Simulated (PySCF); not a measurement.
**Correlation energy of Al⁻ (aluminium, charge -1)**

[Ne] 3s2 3p2, high-spin 3P determinant. Calculation: PySCF 2.14, in aug-cc-pVTZ-DK (6s5p3d2f, 50 functions); scalar relativity by spin-free X2C-1e. Frozen: [Ne]; 4 electrons correlated.

| level | correlation energy (mhartree) |
| --- | --- |
| CCSD | -64.23 |
| (T) | -3.01 |
| CCSD(T) | -67.24 |
| CCSDT | -68.21 |

Diagnostics: T1 = 0.018, D1 = 0.0413, largest double amplitude 0.094.

Q: Is a single reference adequate?

A: Mostly. T1 lies below 0.03, but a double amplitude of this size points to a near-degeneracy that CCSD handles and MP2 describes poorly.
